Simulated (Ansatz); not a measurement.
The cluster FeO3, relaxed as a singlet with RKS PBE0-D4/def2-TZVP in Ansatz, starting from the GFN2-xTB geometry. Force threshold 0.02 eV/Å.

The structure holds one bond between oxygen atoms, so isomers without such links may lie far lower. The restricted singlet is unstable towards broken spin symmetry at other levels; at PBE0-D4/def2-TZVP this wasn't settled. At PBE0-D4/def2-TZVP a triplet of charge 0 lies 2.20 eV below the restricted singlet, each at its own geometry. The structure comes from a short search, and lower isomers may exist.

Start:

```xyz
4

Fe   -0.467    0.450    0.229
O     1.395   -1.342   -0.683
O     0.542   -0.521   -0.265
O    -1.470    1.413    0.719
```

Q: Estimate the energy that the relaxation releases and the steps that it takes.

A: 0.64 eV, in 5 steps; 13 s on 4 threads of Intel Xeon on a shared host. No frequencies were taken in this run, so the end may be a saddle point.

Q: Does the start keep its bonding and symmetry?

A: By distances, no bond broke or formed. The bond that changes most is Fe1–O3, from 1.48 to 1.63 Å (atoms count from 1). Point group C∞v at the start, C∞v at the end, both within 0.05 Å.

Q: Predict the relaxed structure.

A: 
```xyz
4

Fe   -0.5063    0.4875    0.2481
O     1.4442   -1.3899   -0.7072
O     0.6004   -0.5772   -0.2936
O    -1.5383    1.4796    0.7527
```
Bond lengths: 2 × Fe–O 1.52 to 1.63 Å; 1 × O–O 1.24 Å.
